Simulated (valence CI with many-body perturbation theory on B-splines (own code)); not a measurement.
**Zr XXXVI: E2, E3, M1, M2 decay**

Computed by relativistic CI+MBPT: three valence electrons over a frozen Dirac-Fock core [He], a basis of 11 s, 11 p, 10 d, 8 f, 5 g, 2 h functions for each j, with the one-electron correlation potential Σ1 (screened to all orders), the two-electron term Σ2, the three-electron term Σ3, Breit, model QED; selected single and double excitations, second order for the rest, scaled by the run's own slope (own B-spline code, finite nucleus).

The last digits are not significant, and no measured levels were compared; by estimate large intervals hold to a few tenths of a per cent, small ones and those within an open d or f shell to about a per cent.

Lines 1 to 25 of 25 in falling wavelength, among levels below 284.32 Ry, chosen from the decays that carry over 1 % of a level's rate. Wavelengths and rates use the calculated energies. Electric multipoles are in the length gauge, E1 and E2 with the static RPA response of the core. Weak lines are less certain than strong ones. Lines between different terms over intervals too small for the method are left out, as are lines whose strength nearly cancels.

Levels are named by their leading jj configuration (3d3/2^4 stands for four electrons in 3d with j = 3/2), which in mixed levels can hold well under half, so a name can repeat and another be missing. Letters in brackets count levels of one name in rising energy.

```tsv
λ vac (Å)	Upper	Lower	Type	A (s⁻¹)	Branch %
181.4	(2s 2p1/2 2p3/2) J=3/2 [a]	(2s 2p1/2^2) J=1/2	M1	2.81e+06	1.1
128.3	(2s^2 2p3/2) J=3/2	(2s^2 2p1/2) J=1/2	M1	4.22e+06	99.9
4.774	(2s^2 3p1/2) J=1/2	(2s^2 2p3/2) J=3/2	E2	6.59e+10	6.8
4.767	(2s 2p3/2 3p3/2) J=7/2	(2s 2p3/2^2) J=5/2	E2	1.47e+10	18.9
4.738	(2s 2p1/2 3p3/2) J=5/2	(2s 2p1/2 2p3/2) J=5/2	E2	1.91e+10	1.1
4.725	(2s^2 3p3/2) J=3/2	(2s^2 2p3/2) J=3/2	E2	3.02e+10	1.5
4.704	(2s 2p3/2 3d5/2) J=9/2	(2s 2p3/2^2) J=5/2	M2	5.54e+08	27.5
4.600	(2s 2p3/2 3p3/2) J=7/2	(2s 2p1/2 2p3/2) J=5/2	E2	2.47e+10	31.8
4.581	(2s 2p1/2 3p3/2) J=5/2	(2s 2p1/2^2) J=1/2	E2	3.61e+10	2.2
4.576	(2p1/2 2p3/2 3d3/2) J=7/2	(2s 2p3/2^2) J=3/2	E2	5.54e+09	2.4
4.563	(2s 2p3/2 3p3/2) J=7/2	(2s 2p1/2 2p3/2) J=3/2 [a]	E2	2.69e+10	34.6
4.558	(2s^2 3p3/2) J=3/2	(2s^2 2p1/2) J=1/2	E2	3.28e+10	1.6
4.540	(2s 2p3/2 3d5/2) J=9/2	(2s 2p1/2 2p3/2) J=5/2	M2	3.67e+07	1.8
4.540	(2s 2p3/2 3d5/2) J=9/2	(2s 2p1/2 2p3/2) J=5/2	E3	3.14e+07	1.6
4.505	(2s 2p3/2 3d5/2) J=9/2	(2s 2p1/2 2p3/2) J=3/2 [a]	E3	4.20e+07	2.1
4.489	(2p1/2 2p3/2 3d3/2) J=7/2	(2s 2p3/2^2) J=5/2	E2	4.80e+09	2.1
4.477	(2p1/2 2p3/2 3d5/2) J=9/2	(2s 2p3/2^2) J=5/2	E2	2.40e+09	1.1
4.397	(2p1/2 2p3/2 3d3/2) J=7/2	(2s 2p1/2 2p3/2) J=3/2 [b]	E2	3.99e+10	17.2
4.340	(2p1/2 2p3/2 3d3/2) J=7/2	(2s 2p1/2 2p3/2) J=5/2	E2	1.11e+11	47.7
4.332	(2p3/2^2 3d5/2) J=7/2	(2s 2p3/2^2) J=5/2	E2	1.16e+11	2.6
4.329	(2p3/2^2 3d5/2) J=9/2	(2s 2p3/2^2) J=5/2	E2	1.70e+11	66.4
4.329	(2p1/2 2p3/2 3d5/2) J=9/2	(2s 2p1/2 2p3/2) J=5/2	E2	1.71e+11	79.1
4.314	(2p1/2 2p3/2 3d5/2) J=7/2 [a]	(2s 2p1/2 2p3/2) J=3/2 [a]	E2	1.65e+11	4.3
4.308	(2p1/2 2p3/2 3d3/2) J=7/2	(2s 2p1/2 2p3/2) J=3/2 [a]	E2	4.22e+09	1.8
4.191	(2p3/2^2 3d5/2) J=9/2	(2s 2p1/2 2p3/2) J=5/2	E2	3.55e+09	1.4
```
